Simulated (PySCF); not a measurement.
A TDDFT job, as run on `CC[C@H](C)[CH2][GeH3]`.

The calculation used TDDFT PBE0/def2-SVPD, vertical, gas phase, core orbitals frozen in the response (PySCF).

Input of the driver that calls PySCF (job settings, then Cartesian coordinates in Å):

```
{"job": {"kind": "uv", "xc": "PBE0", "basis": "def2-SVPD", "nstates": 8, "ntriplets": 3}, "charge": 0, "multiplicity": 1}
C     -1.8422    -1.0492     1.0869
C     -0.8296    -0.7436    -0.0092
C     -0.0056     0.5197     0.2452
C     -0.8738     1.7768     0.2458
C      1.0947     0.6548    -0.8069
Ge     2.3946    -0.8313    -0.8300
H     -1.3492    -1.0948     2.0557
H     -2.6193    -0.2903     1.1295
H     -2.3191    -2.0090     0.9010
H     -1.3441    -0.6489    -0.9686
H     -0.1363    -1.5890    -0.0854
H      0.4676     0.4263     1.2310
H     -1.6094     1.7459     1.0452
H     -0.2581     2.6625     0.3910
H     -1.3966     1.8770    -0.7039
H      0.6433     0.7509    -1.7972
H      1.6492     1.5793    -0.6273
H      1.9346    -2.0242    -1.6078
H      3.6855    -0.3978    -1.4521
H      2.7089    -1.3045     0.5541
```

The self-consistent field part of the output:

```
coarse grid: 67928 points
cycle   1  E = -2274.9974769195  dE = -3.434e-01  |g| = 5.301e-01  |ddm| = 6.184e+00
cycle   2  E = -2274.9759580659  dE =  2.152e-02  |g| = 6.174e-01  |ddm| = 1.619e+00
cycle   3  E = -2275.0537806811  dE = -7.782e-02  |g| = 4.515e-02  |ddm| = 9.316e-01
cycle   4  E = -2275.0542158893  dE = -4.352e-04  |g| = 2.357e-02  |ddm| = 1.220e-01
cycle   5  E = -2275.0543496206  dE = -1.337e-04  |g| = 3.863e-03  |ddm| = 4.099e-02
cycle   6  E = -2275.0543535129  dE = -3.892e-06  |g| = 7.742e-04  |ddm| = 1.103e-02
final grid: 144288 points
cycle   7  E = -2275.0544215274  dE = -3.170e-07  |g| = 9.124e-04  |ddm| = 2.004e-02
cycle   8  E = -2275.0544214173  dE =  1.101e-07  |g| = 1.129e-03  |ddm| = 3.819e-03
cycle   9  E = -2275.0544217453  dE = -3.280e-07  |g| = 6.434e-05  |ddm| = 1.972e-03
cycle  10  E = -2275.0544217464  dE = -1.094e-09  |g| = 1.273e-05  |ddm| = 1.815e-04
cycle  11  E = -2275.0544217464  dE = -3.092e-11  |g| = 7.982e-06  |ddm| = 4.784e-05
converged SCF energy = -2275.0544217464
```

Problem. What follows in the output?

Solution. 
```
Static polarisability (au): isotropic 92.907, principal 80.097 91.381 107.243

Singlet excitations
state   eV       nm        f      main configurations
  1   7.6981    161.1   0.00788   H->L 0.96
  2   8.1389    152.3   0.28616   H->L+1 0.93
  3   8.2442    150.4   0.01547   H-1->L 0.81, H->L+2 0.08
  4   8.3731    148.1   0.01129   H->L+2 0.70, H-1->L 0.11
  5   8.4863    146.1   0.01412   H->L+5 0.35, H-2->L 0.35, H->L+3 0.13
  6   8.5381    145.2   0.02589   H-2->L 0.38, H->L+3 0.21, H-1->L+1 0.15
  7   8.5482    145.0   0.05871   H-1->L+1 0.63, H-2->L 0.15
  8   8.6410    143.5   0.03314   H->L+4 0.49, H-3->L 0.16

Triplet excitations (Tamm-Dancoff, eV): 7.3721 7.6101 7.9450
```

The SCF starts on a coarse grid; the energy jumps when the final grid takes over, and dE counts afresh there. The run used 250 basis functions and 11 SCF iterations for the ground state.

Time: 2.8 min; peak memory 1.0 GiB. Hardware: Intel Xeon at 2.50 GHz, one thread (shared host).

Problem. What transition dipole does the oscillator strength of state 2, the strongest, imply?

Solution. From f = (2/3)·ΔE·|μ|² in atomic units, ΔE = 0.2991 Eh and f = 0.2862 give |μ| = 1.20 au (3.04 D).

The structure is a single GFN2-xTB conformer in the gas phase; no vibrational or solvent corrections. Relativistic effects, spin–orbit coupling among them, are left out although an element past zinc is present.
